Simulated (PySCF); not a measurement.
Compound: MoOCl4 (singlet state).
Structure used (PBE0-D3(BJ)/def2-SVP), in Å, numbered top down from 1:
```xyz
6
Cl4MoO angstrom
Mo     0.0001   -0.0002    0.0953
O     -0.0004   -0.0088    1.7292
Cl     2.2235    0.0053   -0.4541
Cl    -0.0034    2.2248   -0.4467
Cl    -2.2233   -0.0016   -0.4541
Cl     0.0035   -2.2195   -0.4695
```

Level of theory: PySCF, TDDFT CAM-B3LYP/def2-SVPD, vertical, gas phase, core orbitals frozen in the response, def2 core potentials past Kr. Spin–orbit coupling is left out.

Transition dipole moments from the ground state, in atomic units and in the frame of the coordinates above (overall signs are arbitrary), for the states with f of 0.002 or more among the lowest 6:

```tsv
state	E (eV)	μx	μy	μz
S3	2.752	0.003	-0.662	-0.003
S4	2.756	-0.668	-0.003	0.000
S5	2.904	-0.003	0.506	0.003
S6	2.905	-0.501	-0.003	0.000
```

Question: Work out the oscillator strengths.

Answer: f = (2/3) ΔE |μ|² with ΔE in hartree (27.2114 eV).

```
state  |μ|² (au)  |μ| (D)      f
   S3      0.439     1.68  0.030
   S4      0.446     1.70  0.030
   S5      0.256     1.29  0.018
   S6      0.251     1.27  0.018
```

Question: The point group is C4v. Which irreducible representation does each state belong to?

Answer: The ground state is totally symmetric, so the direction of μ fixes the label. Polarised across the main axis, so E: S3, S4, S5 and S6.

Question: How is the summed strength of these states shared among x, y and z?

Answer: (2/3) Σ ΔE μα² gives 0.048 for x, 0.048 for y and 0.000 for z, 0.096 in all.

Question: What peak molar absorption coefficient would the strongest computed level give as a lone Gaussian band 0.5 eV wide at half height?

Answer: ε(max) = 2.175×10⁸ f / FWHM, with the width in cm⁻¹. S3/S4 (f summed): 2.175×10⁸ × 0.0597 / 4033 ≈ 3200 L mol⁻¹ cm⁻¹.

S3/S4 and S5/S6 coincide within about 0.01 eV; within a degenerate level the directions of the single components are arbitrary.
